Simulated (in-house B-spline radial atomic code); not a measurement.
# Xe IV (Xe3+): 1s1 2s2 2p6 3s2 3p6 (3d3/2)3 (3d5/2)6 4s2 4p6 4d10 5s2 5p5 (with a hole in an inner shell)

Method: Dirac-Hartree-Fock, average of the jj configuration, Fermi nucleus of rms radius 4.7859 fm. Calculated with an all-electron radial atomic-structure program (B-spline basis).

Screening seen three ways: the hydrogenic charge with the same mean radius, Z_r = [3n² - l(l+1)]/(2<r>), the one with the same energy, Z_e = n√(-2ε), and Slater's rules. Values are occupation-weighted means over j. An effective charge above Z reflects the relativistic contraction of the inner shells.

```tsv
shell	electrons	ε (eV)	<r> (bohr)	Z_r	Z_e	Slater
1s	1	-35665	0.02657	56.46	51.20	54.00
2s	2	-5788.4	0.1125	53.34	41.25	50.70
2p	6	-5257.6	0.09825	50.89	39.32	50.70
3s	2	-1298	0.2976	45.36	29.30	43.75
3p	6	-1113.2	0.2938	42.54	27.14	43.75
3d	9	-829.13	0.2705	38.82	23.42	34.20
4s	2	-295.54	0.6864	34.96	18.64	28.10
4p	6	-231.36	0.7237	31.78	16.49	28.10
4d	10	-130.4	0.8018	26.19	12.38	16.85
5s	2	-65.073	1.651	22.71	10.93	10.60
5p	5	-47.276	1.858	19.65	9.32	10.60
```

The least bound orbital is 5p3/2 at -46.54 eV, and it is also the most diffuse (<r> = 1.878 bohr). The part-filled 1s shell lies below the filled 5s shell in orbital energy.

For the 1s electron the small component carries 3.99 % of the norm, the zero-frequency Breit interaction raises the level by 30.34 eV, self-energy by 50.4 eV, and vacuum polarisation lowers it by 7.065 eV.
